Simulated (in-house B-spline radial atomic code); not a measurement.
A run on neutral holmium (an excited or competing configuration) that did not converge. Method: Dirac-Hartree-Fock, average of configuration, Fermi nucleus of rms radius 5.2022 fm; computed with a B-spline radial code for spherical atoms.

Command:
```bash
python run_scf.py task.json out
```
Settings (nuclear radius in fm, mass in u):
```
Z                67
configuration    [Kr] 4d10 4f11 5s2 5p5 6s1 6g1 7g1
hamiltonian      dirac
method           hf
spin_polarised   False
nucleus          fermi
rms_radius       5.2022
atomic_mass      164.93033
speed_of_light   137.035999084
```

First and last ten iterations of the last attempt (damped for 15 steps, keeping 80 % of the old Fock matrix, then DIIS):
```
 iter        energy (Eh)    residual
    1      -12618.823169    6.20e-01
    2      -12618.882622    2.37e-01
    3      -12619.581268    1.32e-01
    4      -12619.804843    7.27e-02
    5      -12619.871129    4.00e-02
    6      -12619.890117    2.23e-02
    7      -12619.895629    1.30e-02
    8      -12619.897350    8.57e-03
    9      -12619.897973    5.83e-03
   10      -12619.898251    4.08e-03
  111      -12619.910117    3.73e-04
  112      -12619.907991    2.12e-03
  113      -12619.907101    2.70e-03
  114      -12619.889558    1.34e-03
  115      -12619.895051    8.57e-04
  116      -12619.908106    1.45e-03
  117      -12619.909330    5.15e-04
  118      -12619.909534    2.55e-04
  119      -12619.910056    1.73e-04
  120      -12619.904519    4.62e-03
 not converged after 120 iterations
```

The smallest residual met was 2.9e-05; the threshold is about 7e-07. No energy from this run should be used. Time taken, with all properties: 41 s on 1 thread of Intel(R) Xeon(R) 6975P-C, with other jobs on the host.
